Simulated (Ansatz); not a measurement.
`B[NH][AlH2]` + `N=C=O` → `BN=C=O` + `[NH2][AlH2]` at 500 K and 1 bar (ligand exchange at a B–N bond).

Gas-phase electronic energies from Ansatz, PBE0-D4/def2-TZVP geometries. CCSD(T)/CBS adds triple-zeta CCSD(T) − MP2 to the extrapolated MP2 energy (def2 sets, frozen cores). This one scheme is used for every species. One conformer a species, not always the lowest.

| species | CCSD(T)/CBS energy (Eh) | H − E (kJ/mol) | S (J/(mol·K)) |
| --- | --- | --- | --- |
| `B[NH][AlH2]` | -324.56557 | 170.1 | 337.5 |
| `N=C=O` | -168.51995 | 77.7 | 264.2 |
| `BN=C=O` | -193.93341 | 118.9 | 321.3 |
| `[NH2][AlH2]` | -299.14566 | 129.9 | 289.4 |

H − E and S are ideal-gas, rigid-rotor, harmonic terms from PBE0-D4/def2-TZVP, for one conformer and one mirror image of each species. 1 Eh = 2625.50 kJ/mol, R = 8.31446 J/(mol·K).

Task: By hand: ΔE, ΔH, ΔS and ΔG.

Result: ΔE = (-193.93341) + (-299.14566) − (-324.56557) − (-168.51995) = 0.00645 Eh = 16.9 kJ/mol. Δ(H − E) = 118.9 + 129.9 − 170.1 − 77.7 = 1.0, so ΔH = 17.9 kJ/mol. ΔS = 321.3 + 289.4 − 337.5 − 264.2 = 9.0 J/(mol·K). ΔG = 17.9 − 500 × (9.0)/1000 = 13.4 kJ/mol.

Task: By hand: the equilibrium constant, and the temperature at which ΔG would vanish if ΔH and ΔS stayed fixed.

Result: log₁₀ K = −ΔG/(RT ln 10) = -1.4. ΔG = 0 at ΔH/ΔS = 1989 K, though so small a ΔS makes that figure unsure.

The number of gas molecules stays the same, so ΔS is small and ΔH decides. A doubt of 5 kJ/mol in ΔE shifts log₁₀ K by 0.5 here. Other conformers and mirror images would add mixing entropy, several J/(mol·K) or more a flexible species. These are equilibria of isolated gas molecules and say nothing of rates. Largest T1 diagnostic: 0.018 (customary marks: 0.02 for closed shells, 0.045 for open ones).
